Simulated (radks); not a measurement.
Values are calculated unless marked as measured or tabulated.
Co I, configuration [Ar] 3d7 4p2 (not the ground configuration). Code: a radial shooting solver on a logarithmic mesh with Libxc functionals. Model: scalar-relativistic Kohn-Sham, r2SCAN, spin-polarised, spherical densities, finite nucleus; open shells are filled with parallel spins first; meta-GGA in the generalised Kohn-Sham scheme; Fermi nuclear charge, rms radius 3.7875 fm.

Normalised radial functions P(r) = r R(r), r in bohr:

r	3s up
0.005681	0.1632
0.007516	0.2037
0.009945	0.2498
0.01316	0.2986
0.01741	0.3446
0.02304	0.3778
0.03048	0.3828
0.04033	0.3392
0.05336	0.2259
0.0706	0.0305
0.09342	-0.2335
0.1236	-0.5049
0.1635	-0.6685
0.2164	-0.5874
0.2863	-0.1875
0.3788	0.4428
0.5012	1.0312
0.6632	1.2728
0.8775	1.0817
1.161	0.6619
1.536	0.2863
2.033	0.0824
2.689	0.0146
3.558	0.0015
4.708	0.0001
6.23	0.0000
8.243	0.0000
10.91	0.0000

3s up: eigenvalue -110.81 eV, 2 radial nodes at r = 0.0732, 0.313 bohr, <r> = 0.772 bohr, 90 % of the charge inside 1.16 bohr.
